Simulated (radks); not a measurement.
The ruthenium ion Ru4+, configuration [Kr] 4d2 5p2 (not the ground configuration). Calculated with a radial shooting solver on a logarithmic mesh with Libxc functionals: Dirac Kohn-Sham, BP86, spin-unpolarised, spherical densities, point nucleus; open shells are shared between the two j in proportion to 2j + 1. Some entries of the table are withheld. Estimate them.

| orbital | occ. | eigenvalue (eV) | r(max) (bohr) |
|---|---|---|---|
| 1s1/2 | 2 | -21998.09 | 0.02171 |
| 2s1/2 | 2 | -3221.126 | 0.1230 |
| 2p1/2 | 2 | -2981.486 | 0.09548 |
| 2p3/2 | 4 | -2850.525 | 0.09947 |
| 3s1/2 | 2 | -622.6889 | 0.3616 |
| 3p1/2 | 2 | (1) | 0.3484 |
| 3p3/2 | 4 | (2) | 0.3579 |
| 3d3/2 | 4 | -343.2997 | 0.2991 |
| 3d5/2 | 6 | -338.9549 | 0.3019 |
| 4s1/2 | 2 | -139.6553 | 0.9040 |
| 4p1/2 | 2 | -110.9275 | 0.9479 |
| 4p3/2 | 4 | -107.1467 | 0.9703 |
| 4d3/2 | 0.8 | (3) | 1.103 |
| 4d5/2 | 1.2 | (4) | 1.111 |
| 5p1/2 | 0.666667 | -36.8419 | 2.337 |
| 5p3/2 | 1.33333 | -36.1062 | 2.383 |

Answer. 
(1) 3p1/2 eigenvalue (eV): -529.8009
(2) 3p3/2 eigenvalue (eV): -507.5368
(3) 4d3/2 eigenvalue (eV): -62.4379
(4) 4d5/2 eigenvalue (eV): -61.9137
